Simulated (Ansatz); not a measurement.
Cost and result for the atomization energy of `O=C=N[SiH2]N=C=O` (9 atoms, 8 bonds).

```tsv
atom	x (Å)	y (Å)	z (Å)
O1	-2.715	1.882	0.813
C2	-1.931	1.280	0.202
N3	-1.142	0.668	-0.453
Si4	0.166	-0.264	-1.007
N5	1.172	-0.709	0.289
C6	1.674	-0.871	1.360
O7	2.185	-1.045	2.389
H8	0.953	0.547	-1.956
H9	-0.361	-1.489	-1.636
```

The species carries charge 0 and has multiplicity 1. The geometry is a stationary point of PBE0-D4/def2-TZVP. It is one conformer, not always the lowest. Program: Ansatz. All runs use 4 threads of an Arm Neoverse N1 on a shared host. Times are those of one run each, without the atoms' runs, and a repeat can differ threefold. Electronic energies, without spin–orbit coupling; frozen cores. CCSD(T)/CBS adds CCSD(T) − MP2 in def2-TZVPP to the MP2 limit, and its time is that of the two runs behind it. T1 = 0.017.

CCSD(T)/CBS is a level of theory with its own doubt, some kJ/mol a heavy atom from the limit and from the frozen cores, so smaller differences don't rank the functionals.

```json
{"level": "LDA (SPW92)/def2-TZVPP", "functions": "256", "wall time": "1.9 s"}
{"level": "revPBE-D4/def2-TZVPP", "functions": "256", "wall time": "3.1 s"}
{"level": "PBE0-D4/def2-TZVPP", "functions": "256", "wall time": "5.5 s"}
{"level": "BHLYP-D4/def2-TZVPP", "functions": "256", "wall time": "5.5 s"}
{"level": "CAM-B3LYP-D4/def2-TZVPP", "functions": "256", "wall time": "6 s"}
{"level": "r2SCANh-D4/def2-TZVPP", "functions": "256", "wall time": "7.5 s"}
{"level": "B2PLYP/def2-TZVPP", "functions": "256", "wall time": "9.5 s"}
{"level": "PBE-QIDH/def2-TZVPP", "functions": "256", "wall time": "9.5 s"}
{"level": "CCSD(T)/def2-SVP", "functions": "112", "wall time": "13 s"}
{"level": "ωB97M-V/def2-TZVPP (with forces)", "functions": "256", "wall time": "18 s"}
{"level": "MP2/def2-QZVPP", "functions": "472", "wall time": "32 s"}
{"level": "CCSD(T)/def2-TZVPP", "functions": "256", "wall time": "6.3 min"}
{"level": "CCSD(T)/CBS(def2)", "functions": "–", "wall time": "6.9 min"}
```

(1) What atomization energy does each give, and how far from CCSD(T)/CBS? (Best estimate.)

Answers

(1) Ansatz gave: 
```csv
level,atomization (kcal/mol),difference from CCSD(T)/CBS,per bond
LDA (SPW92)/def2-TZVPP,1204.1,199.2,24.9
revPBE-D4/def2-TZVPP,1029.2,24.3,3.0
PBE0-D4/def2-TZVPP,1019.1,14.2,1.8
BHLYP-D4/def2-TZVPP,957.3,-47.6,-5.9
CAM-B3LYP-D4/def2-TZVPP,1019.4,14.5,1.8
r2SCANh-D4/def2-TZVPP,1004.0,-0.9,-0.1
B2PLYP/def2-TZVPP,1008.4,3.5,0.4
PBE-QIDH/def2-TZVPP,1001.8,-3.1,-0.4
CCSD(T)/def2-SVP,940.3,-64.6,-8.1
ωB97M-V/def2-TZVPP (with forces),1016.3,11.4,1.4
MP2/def2-QZVPP,1040.0,35.1,4.4
CCSD(T)/def2-TZVPP,969.8,-35.1,-4.4
CCSD(T)/CBS(def2),1004.9,0.0,0.0
```

Leaving LDA and LC-ωPBE aside and taking each functional with its dispersion term where it has one, the values, not all of them listed here, spread over 108.4 kcal/mol, from BHLYP-D4 to PBE-D4. LDA lies +143.3 kcal/mol from PBE without D4, its usual overbinding. From r2SCAN to r2SCAN0 (25 % exact exchange), in def2-TZVPP and without D4, the atomization energy moves by −38.1 kcal/mol: exact exchange takes away binding that semilocal exchange gives to molecules. At CCSD(T), def2-SVP lies −64.6 kcal/mol from the extrapolated value and def2-TZVPP −35.1 kcal/mol: correlation converges slowly with the basis, and small sets miss more of it in the bonded molecule than in its fragments.
